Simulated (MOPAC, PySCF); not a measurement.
C$_{8}$H$_{7}$Ga, SMILES `c12c(cccc2)=[CH][GaH][CH]=1`, neutral singlet in the gas phase. 

Z-matrix (Å, degrees):
```
C
C 1 1.3723
H 2 1.1005 1 120.18
C 1 1.4591 2 124.22 3 -0.03
C 4 1.3655 1 121.53 2 179.99
H 5 1.1010 4 120.16 1 -179.91
H 4 1.1012 5 120.73 6 0.01
C 5 1.4569 6 118.70 4 -179.96
C 8 1.3655 5 121.13 6 179.96
H 8 1.1010 9 120.16 5 179.96
H 9 1.1012 8 120.73 10 -0.01
C 9 1.4591 11 117.74 8 -179.93
C 12 1.3723 9 124.22 11 -0.06
H 13 1.1005 12 120.18 9 0.03
Ga 13 1.9833 14 133.91 12 179.99
H 15 1.5714 13 134.35 14 0.03
```
Charge 0, multiplicity 1.

All levels are single points at this geometry (PBE-D3(BJ)/def2-SVP); Pople sets use spherical d functions. Orbital energies aren't observables, and empty levels follow the basis.

PBE-D3(BJ)/def2-TZVP in PySCF gives gap (eV) = 1.04.

### Question
Estimate the gap (eV) from each of these levels: B3LYP/LANL2DZ in PySCF; BP86/6-31G* in PySCF; M06-2X/6-31G* in PySCF; AM1 in MOPAC; PM6 in MOPAC.

### Answer

```tsv
level	gap (eV)
B3LYP/LANL2DZ in PySCF	2.27
BP86/6-31G* in PySCF	0.96
M06-2X/6-31G* in PySCF	4.17
AM1 in MOPAC	6.04
PM6 in MOPAC	6.99
```
